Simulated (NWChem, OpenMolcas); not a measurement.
## How basis sets differ on AlClF2 (SMILES [F][Al]([F])[Cl])

AlClF2: 4 atoms, total charge 0, spin state singlet. SMILES: `[F][Al]([F])[Cl]`. The shape is that of a PBE0-D4/def2-TZVP optimisation.

Quantity: the HOMO–LUMO gap, in eV. The values are calculated.

```json
{"level": "HF/STO-3G", "kind": "Hartree–Fock", "program": "OpenMolcas", "value (eV)": "18.92", "CPU time": "1.7 s"}
{"level": "HF/3-21G", "kind": "Hartree–Fock", "program": "OpenMolcas", "value (eV)": "15.29", "CPU time": "1.9 s"}
{"level": "HF/def2-SVP", "kind": "Hartree–Fock", "program": "NWChem", "value (eV)": "15.03", "CPU time": "3.8 s"}
{"level": "HF/def2-SVPD", "kind": "Hartree–Fock", "program": "NWChem", "value (eV)": "14.18", "CPU time": "15 s"}
```

The values span 14.18 to 18.92 eV. A Hartree–Fock LUMO above zero doesn't converge with the basis: it sinks as sets grow more diffuse. Orbital gaps aren't excitation energies. Times are those of the runs behind each value, whatever else they computed, on shared processors of several kinds: orders of magnitude only.
